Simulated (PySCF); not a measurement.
## Working out the ionisation energy of Ge¹⁸⁺

Ge¹⁸⁺ [Ne] 3s2 3p2 (3P) → Ge¹⁹⁺ [Ne] 3s2 3p1 (2P). Computed with PySCF 2.14 in an uncontracted even-tempered set (18 s from 1.5 bohr⁻², ratio 2.5; 12 p from 2 bohr⁻², ratio 2.5; 5 d from 9.5 bohr⁻², ratio 2.7; 4 f from 14 bohr⁻², ratio 2.7), with the spin-free X2C one-electron Hamiltonian (Gaussian nucleus). Frozen: 1s2; the 21 highest virtual orbitals dropped. Energies in hartree (1 hartree = 27.21139 eV):

```
             part  Ge¹⁸⁺ (lower)  Ge¹⁹⁺ (upper)
              UHF   -1919.735123   -1893.953619
MP2 opposite-spin      -0.340268      -0.331667
    MP2 same-spin      -0.116667      -0.104455
```

Problem. What does Hartree-Fock give?

Solution. (-1893.953619) − (-1919.735123) = 25.781504 hartree = 701.550 eV.

Problem. What do MP2 and SCS-MP2 (6/5 opposite-spin, 1/3 same-spin) give?

Solution. The opposite-spin parts differ by 0.234 eV and the same-spin parts by 0.332 eV. MP2: 701.550 + (0.234) + (0.332) = 702.116 eV. SCS-MP2: 701.550 + 1.2 × (0.234) + (0.332)/3 = 701.941 eV.

Reference: 706.7 ± 1 eV (semi-empirical (NIST evaluation); NIST Atomic Spectra Database, ionization energies), between the lowest levels; spin-orbit coupling is absent from the calculation.

What remains against the reference includes basis incompleteness, the frozen core and correlation beyond second order.
